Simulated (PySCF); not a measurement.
GeH4, SMILES [GeH4].

Coordinates come from a ωB97X-D3(BJ)/def2-TZVPD optimisation. The isomer is the one that the SMILES or the coordinates give; other isomers of the formula were not compared.

Level of theory: HF/def2-TZVPD in PySCF.

Symmetry labels are those of the subgroup D2 that the program uses (full group Td).

Computed valence orbital energies around the gap with their symmetry:
```csv
orbital,symmetry,energy (eV)
HOMO−7,B2,-44.32
HOMO−6,B3,-44.32
HOMO−5,A,-44.22
HOMO−4,A,-44.22
HOMO−3,A,-20.08
HOMO−2,B1,-12.87
HOMO−1,B2,-12.87
HOMO,B3,-12.87
LUMO,A,2.09
LUMO+1,B1,3.36
LUMO+2,B2,3.36
LUMO+3,B3,3.36
```
